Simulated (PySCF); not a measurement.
**TDDFT excited states: C6H3Cl3**

Compound: C₆H₃Cl₃.
InChI=1S/C6H3Cl3/c1-2-3-4-5-6(7,8)9/h1H3

Computed, not measured: TDDFT PBE0/def2-SVPD, vertical, gas phase, core orbitals frozen in the response in PySCF 2.14.0, density-fitted response routines. Geometry: PBE0-D3(BJ)/def2-SVP; no solvent, vibrations or thermal averaging.

| state | E (eV) | E (kJ/mol) | λ (nm) | f | main configurations (H = HOMO, L = LUMO) |
| --- | --- | --- | --- | --- | --- |
| S1 | 4.23 | 408 | 293.3 | 0.0000 | H-1/H→L/L+1 (≥85%) |
| S2 | 4.40 | 424 | 282.1 | 0.0026 | H-1/H→L/L+1 (≥92%) |
| S3 | 4.40 | 424 | 282.1 | 0.0026 | H-1/H→L/L+1 (≥92%) |
| S4 | 5.54 | 535 | 223.6 | 0.0003 | H-1/H→L+2 (≥95%) |
| S5 | 5.54 | 535 | 223.6 | 0.0003 | H-1/H→L+2 (≥95%) |
| S6 | 5.97 | 576 | 207.7 | 0.0058 | H-2→L/L+1 (≥94%) |
| S7 | 5.97 | 576 | 207.6 | 0.0058 | H-2→L/L+1 (≥94%) |
| S8 | 6.06 | 585 | 204.6 | 1.200 | H-1/H→L/L+1 (≥60%) |
| S9 | 6.16 | 594 | 201.4 | 0.0000 | H-2→L+2 (85%) |

Triplets, Tamm–Dancoff:

```
state  E (eV)  λ (nm)  main configurations (H = HOMO, L = LUMO)
   T1    3.43   361.8                        H-1/H→L/L+1 (≥79%)
   T2    3.78   328.4                        H-1/H→L/L+1 (≥79%)
   T3    3.78   328.4                        H-1/H→L/L+1 (≥79%)
```

The lowest singlet lies at 4.23 eV (293 nm, ultraviolet) and is dark (f under 0.0005); its leading configuration is HOMO-1/HOMO→LUMO/LUMO+1 (≥85%). The strongest level in the table is S8 at 6.06 eV (205 nm, f = 1.200). S2/S3, S4/S5 and S6/S7 lie within about 0.01 eV of each other in each set. Löwdin shares by element: HOMO (one of a set within 0.03 eV) carbon 80% or more (atoms not listed hold the other 19%); LUMO (one of a set within 0.03 eV) carbon 59% or more (atoms not listed hold the other 41%). Of the 9 states listed, 1 reaches f = 0.01 and 4 stay under 0.0005. Weighted by f, the mean energy of these states is 6.05 eV. Orbital energies (eV): HOMO-3 -9.28, HOMO-2 -8.81, HOMO-1 -7.60, HOMO -7.60, LUMO -1.69, LUMO+1 -1.69, LUMO+2 -1.04. The vertical ionisation energy (ΔSCF) is 9.34 eV, 3.18 eV above S9. Orbitals of the list HOMO-3 to LUMO+2 that lie within 0.01 eV of each other are written together with a slash and their weights summed (≥ marks a lower bound); for degenerate orbitals outside that list single weights are arbitrary. Only the lowest 10 singlets were computed, as vertical energies without vibronic structure. The highest level found (6.34 eV, f 0.0002 so far) is left out, since the window may have cut off a degenerate partner.
